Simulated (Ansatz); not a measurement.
Consider the homolysis of the O–Si bond: `CO[SiH2][S][GeH3]` → `C[O]`• + `[SiH2][S][GeH3]`•.

Calculated with Ansatz (gas phase, PBE0-D4/def2-TZVP geometries, no zero-point term in ΔE). CCSD(T)/CBS adds triple-zeta CCSD(T) − MP2 to the extrapolated MP2 energy (def2 sets, frozen cores). Functionals use def2-TZVPP. B3LYP here is the variant with VWN-RPA as its local correlation; programs differ in this. No spin–orbit coupling; open shells (•) take unrestricted orbitals. For Ge outer-core shells are correlated without core-valence functions, which leaves a few kJ/mol of doubt a bond. Scalar relativity is left out up to krypton. Each species was taken in one conformer, which may not be the lowest.

`CO[SiH2][S][GeH3]`:

```xyz
13

C    -2.062   -0.296    0.617
O    -0.796   -0.720    0.165
Si   -0.187   -0.324   -1.308
S     1.895   -0.682   -1.282
Ge    2.320    0.467    0.584
H    -2.864   -0.877    0.149
H    -2.232    0.766    0.408
H    -2.108   -0.450    1.696
H    -0.753   -1.159   -2.398
H    -0.503    1.110   -1.561
H     2.098   -0.424    1.811
H     1.401    1.697    0.633
H     3.792    0.892    0.485
```

`C[O]`•:

```xyz
5

C    -0.050   -0.006   -0.018
O     0.785    1.054    0.109
H     0.524   -0.877    0.354
H    -0.312   -0.235   -1.061
H    -0.946    0.064    0.616
```

`[SiH2][S][GeH3]`•:

Cartesian coordinates in Å:
```
Si 0.520 1.410 -1.095
S 1.180 0.411 0.659
Ge -0.592 -0.907 0.978
H 0.114 0.436 -2.152
H 1.660 2.243 -1.565
H -1.821 -0.049 1.309
H -0.217 -1.809 2.159
H -0.844 -1.733 -0.292
```

| level | ΔE (kJ/mol) | difference from CCSD(T)/CBS |
| --- | --- | --- |
| PBE-D4 | 449.1 | -46.7 |
| r2SCAN-D4 | 449.4 | -46.4 |
| PBE0-D4 | 455.4 | -40.4 |
| B3LYP-D4 | 457.2 | -38.6 |
| ωB97X-V | 479.0 | -16.8 |
| ωB97M-V | 485.6 | -10.2 |
| B2PLYP | 469.2 | -26.6 |
| PBE | 439.6 | -56.2 |
| r2SCAN | 446.4 | -49.4 |
| PBE0 | 447.0 | -48.8 |
| B3LYP | 442.3 | -53.5 |
| HF/def2-TZVPP | 357.8 | -138.0 |
| MP2/def2-TZVPP | 520.4 | 24.6 |
| SCS-MP2/def2-TZVPP | 508.8 | 13.0 |
| CCSD/def2-TZVPP | 472.1 | -23.7 |
| CCSD(T)/def2-TZVPP | 480.8 | -15.0 |
| HF/def2-QZVPP | 358.7 | -137.1 |
| MP2/def2-QZVPP | 529.4 | 33.6 |
| SCS-MP2/def2-QZVPP | 518.4 | 22.6 |
| HF/CBS(def2) | 358.8 | -137.0 |
| MP2/CBS(def2) | 535.4 | 39.6 |
| CCSD/CBS(def2) | 487.1 | -8.7 |
| CCSD(T)/CBS | 495.8 | 0 |

Largest T1 diagnostic among the species: 0.019.

The D4 term adds +14.9 kJ/mol with B3LYP and +8.5 kJ/mol with PBE0; it sums over pairs of atoms, weighted by their polarisabilities, and B3LYP, whose exchange is more repulsive, gets the larger term. From PBE to PBE0 (25 % exact exchange), in def2-TZVPP and without D4, ΔE moves by +7.4 kJ/mol.
